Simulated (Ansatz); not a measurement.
Reaction (redistribution): `C[SiH2][SiH2][AlH2]` + `CBBOC` → `CB[SiH2][SiH2][AlH2]` + `CBOC`

Calculated with Ansatz (gas phase, PBE0-D4/def2-TZVP geometries, no zero-point term in ΔE). CCSD(T)/CBS is the MP2 limit (def2-TZVPP, def2-QZVPP) plus CCSD(T) − MP2 in def2-TZVPP, frozen cores. Functionals use def2-TZVPP. B3LYP here is the variant with VWN-RPA as its local correlation; programs differ in this. One conformer a species, not always the lowest.

```json
{"level": "r2SCAN-D4", "ΔE (kJ/mol)": "-37.3", "difference from CCSD(T)/CBS": "-2.9"}
{"level": "PBE0-D4", "ΔE (kJ/mol)": "-38.0", "difference from CCSD(T)/CBS": "-3.6"}
{"level": "ωB97X-V", "ΔE (kJ/mol)": "-31.6", "difference from CCSD(T)/CBS": "2.8"}
{"level": "ωB97M-V", "ΔE (kJ/mol)": "-34.9", "difference from CCSD(T)/CBS": "-0.5"}
{"level": "B2PLYP", "ΔE (kJ/mol)": "-27.5", "difference from CCSD(T)/CBS": "6.9"}
{"level": "B3LYP", "ΔE (kJ/mol)": "-23.3", "difference from CCSD(T)/CBS": "11.1"}
{"level": "HF/def2-TZVPP", "ΔE (kJ/mol)": "-14.2", "difference from CCSD(T)/CBS": "20.2"}
{"level": "CCSD/def2-TZVPP", "ΔE (kJ/mol)": "-30.2", "difference from CCSD(T)/CBS": "4.2"}
{"level": "CCSD(T)/def2-TZVPP", "ΔE (kJ/mol)": "-33.8", "difference from CCSD(T)/CBS": "0.6"}
{"level": "HF/CBS(def2)", "ΔE (kJ/mol)": "-13.7", "difference from CCSD(T)/CBS": "20.7"}
{"level": "CCSD(T)/CBS", "ΔE (kJ/mol)": "-34.4", "difference from CCSD(T)/CBS": "0"}
```

Largest T1 diagnostic among the species: 0.014.

In def2-TZVPP, CCSD(T) changes the Hartree–Fock value by −19.6 kJ/mol (the triples alone add −3.6 kJ/mol) and MP2 by −19.9 kJ/mol. The D4 term adds −7.7 kJ/mol with B3LYP and −4.0 kJ/mol with PBE0; it sums over pairs of atoms, weighted by their polarisabilities, and B3LYP, whose exchange is more repulsive, gets the larger term.
